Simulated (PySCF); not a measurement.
Ge(H)2(Br)2, SMILES [Br][GeH2][Br] (PBE0/def2-SVP optimised geometry):

```
5

Ge    -0.912    -0.311     0.000
Br     1.388    -0.311     0.000
Br    -1.681    -1.312    -1.923
H     -1.387     1.145     0.000
H     -1.388    -1.145     1.193
```

Method: PBE0/def2-TZVP (PySCF).

Question: What are the frontier orbital energies and the dipole moment?

Answer: HOMO-2 -8.77 eV, HOMO-1 -8.53 eV, HOMO -8.52 eV, LUMO -1.32 eV, LUMO+1 -0.37 eV; dipole moment 1.71 D.

On the same geometry PBE/def2-TZVP in PySCF gives HOMO-2 -7.44 eV, HOMO-1 -7.26 eV, HOMO -7.23 eV, LUMO -2.22 eV, LUMO+1 -1.22 eV; dipole moment 1.59 D.

Meta-Löwdin charges at PBE0/def2-TZVP: Ge1 0.57, Br2 -0.25, Br3 -0.25, H4 -0.04, H5 -0.04.
